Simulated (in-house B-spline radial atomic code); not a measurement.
Radial electron density of Nb8+, [Ar] 3d10 4s2 4p3. Computed with a B-spline radial code for spherical atoms: scalar-relativistic (X2C) Hartree-Fock, spin-polarised, averaged over the determinants with the given up and down occupations, Fermi nucleus of rms radius 4.324 fm.

One-electron X2C: radii and densities carry no picture-change correction, so inner-shell <1/r> comes out high (for 1s by about 2 % at Z = 33, 5 % at 54, 10 % at 75, 30 % at 118) and <r> low.

Columns: r (bohr), 4πr²n(r) (electrons per bohr), bar.

```
 0.00127    1.565 #
 0.00154    2.156 ##
 0.00187    2.966 ##
 0.00226    4.027 ###
 0.00274    5.464 ####
 0.00332    7.351 #####
 0.00403    9.825 #######
 0.00488    12.94 #########
 0.00591    16.81 ############
 0.00716     21.5 ###############
 0.00868    26.96 ###################
  0.0105    32.92 #######################
  0.0127    39.04 ###########################
  0.0154     44.8 ###############################
  0.0187    49.33 ##################################
  0.0226    51.71 ####################################
  0.0274    51.58 ####################################
  0.0332    49.11 ##################################
  0.0403    45.57 ################################
  0.0488    43.28 ##############################
  0.0591    44.47 ###############################
  0.0716    49.96 ###################################
  0.0868    57.76 ########################################
   0.105    63.18 ############################################
   0.127    61.92 ###########################################
   0.154    53.43 #####################################
   0.187    43.05 ##############################
   0.226    38.53 ###########################
   0.274    41.91 #############################
   0.332    47.18 #################################
   0.403    45.57 ################################
   0.488    34.96 ########################
   0.591    21.41 ###############
   0.716    12.03 ########
   0.868    8.326 ######
    1.05    6.897 #####
    1.27    4.871 ###
    1.54    2.403 ##
    1.87   0.7539 #
    2.27   0.1403 
    2.74  0.01525 
    3.33 0.0007411 
    4.03 1.64e-05
```

On this grid the curve has 3 maxima, near 0.0226, 0.105, 0.332 bohr.

The 4p up radial function P(r) = rR(r), positive near the nucleus:

| r (bohr) | P |
| --- | --- |
| 0.00154 | 0.001175 |
| 0.00226 | 0.002291 |
| 0.00332 | 0.004506 |
| 0.00488 | 0.008883 |
| 0.00716 | 0.01735 |
| 0.0105 | 0.0334 |
| 0.0154 | 0.06266 |
| 0.0226 | 0.1128 |
| 0.0332 | 0.1899 |
| 0.0488 | 0.2872 |
| 0.0716 | 0.3621 |
| 0.105 | 0.3221 |
| 0.154 | 0.06689 |
| 0.226 | -0.3514 |
| 0.332 | -0.5741 |
| 0.488 | -0.1871 |
| 0.716 | 0.6384 |
| 1.05 | 1.089 |
| 1.54 | 0.7247 |
| 2.27 | 0.1873 |
| 3.33 | 0.01444 |
